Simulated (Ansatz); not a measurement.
Wavefunction ladder for C2H8CuNS (`C[S+](C)[Cu-][NH2]`)

```xyz
13

C    -1.134   -1.349    0.840
S    -1.025    0.273    0.064
C    -0.904   -0.208   -1.666
Cu    0.895    1.106    0.615
N     2.490    1.754    1.213
H    -0.263   -1.956    0.597
H    -1.169   -1.184    1.916
H    -2.050   -1.847    0.519
H    -0.041   -0.852   -1.832
H    -0.786    0.708   -2.243
H    -1.822   -0.712   -1.970
H     3.289    1.504    0.641
H     2.518    2.763    1.304
```

Charge 0, multiplicity 1. For Cu the d shell is correlated and the shells below it are frozen. Scalar relativity is left out up to krypton. The geometry is a stationary point of PBE0-D4/def2-TZVP. It is one conformer, not always the lowest. Frozen core, restricted reference, Ansatz 0.2.0.

| basis | HF (Eh) | MP2 corr. |
| --- | --- | --- |
| def2-SVP | -2170.82678 | -0.94717 |
| def2-TZVPP | -2171.36221 | -1.31862 |
| def2-QZVPP | -2171.42196 | -1.40655 |

Task: Estimate the CCSD correlation energy and the (T) correction in each basis where they were run (hartree).

Result: 
```csv
basis,CCSD corr.,(T)
def2-SVP,-0.95836,-0.03540
def2-TZVPP,-1.28175,-0.05880
```
